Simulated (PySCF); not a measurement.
This PySCF input asks for the NMR shieldings of SMILES C=C(C)BOBSC, C$_{4}$H$_{10}$B$_{2}$OS; the geometry comes from GFN2-xTB.

```python
import basis_set_exchange as bse
import numpy as np
from pyscf import gto, dft
from pyscf.prop import nmr

atoms = """
C    -1.944145    1.238999   -1.297405
C    -1.345348    0.429763   -0.425097
C    -1.601240    0.576212    1.050552
B    -0.343835   -0.693582   -0.896088
O     0.248338   -1.459092   -0.010476
B     0.893551   -1.979144    0.988422
S     2.387481   -1.195770    1.654077
C     2.617939    0.274718    0.592365
H    -1.772957    1.149554   -2.356975
H    -2.625717    2.018859   -0.991139
H    -0.670986    0.791389    1.576698
H    -1.994159   -0.356245    1.455423
H    -2.310238    1.375423    1.255656
H    -0.116109   -0.869508   -2.040611
H     0.555573   -2.971008    1.514930
H     3.401350    0.062815   -0.129172
H     2.920124    1.096299    1.233454
H     1.691618    0.516634    0.079050
"""
names = dict.fromkeys(["C", "B", "O", "S", "H"], "pcSseg-1")
basis = {el: gto.basis.parse(bse.get_basis(n, elements=[el], fmt="nwchem")) for el, n in names.items()}
mol = gto.M(atom=atoms, basis=basis, charge=0, verbose=0)
mf = dft.RKS(mol, xc="PBE0")
mf.grids.level = 2
mf.grids.alignment = dft.numint.BLKSIZE   # the property module wants whole blocks of grid points
mf.conv_tol = 1e-9
mf.kernel()

calc = nmr.RKS(mf)   # GIAO
C = mf.mo_coeff
Co = C[:, mf.mo_occ > 0]
resp = mf.gen_response(singlet=True, hermi=2)
def vind(x):   # induced exchange potential for any number of trial vectors
    d = np.einsum("pi,xij,qj->xpq", C, 2 * x.reshape(-1, C.shape[1], Co.shape[1]), Co, optimize=True)
    return np.einsum("xpq,pi,qj->xij", resp(d - d.transpose(0, 2, 1)), C, Co, optimize=True).ravel()
mo1, _ = nmr.rhf.solve_mo1(calc, with_cphf=vind)
sigma = calc.kernel(mo1)
for i, s in enumerate(sigma):   # ppm
    print("%2d %-2s %9.2f" % (i, mol.atom_pure_symbol(i), np.trace(s) / 3))
```

Question: What does it print?

Answer: 
```
 0 C      39.60
 1 C      30.85
 2 C     162.66
 3 B      63.20
 4 O      63.13
 5 B      64.30
 6 S     536.51
 7 C     174.44
 8 H      25.42
 9 H      25.16
10 H      29.94
11 H      29.76
12 H      29.97
13 H      26.35
14 H      25.93
15 H      29.75
16 H      29.82
17 H      29.88
```

These numbers come from an equivalent density-fitted implementation of the same equations, which agrees with the script to about 0.01 ppm for H and up to a few tenths of a ppm for heavy atoms, so last digits may differ.

Size and cost of the density-fitted run: 193 basis functions, 45 s wall time on 1 thread of an Arm Neoverse V1, shared host; peak memory 0.86 GiB.
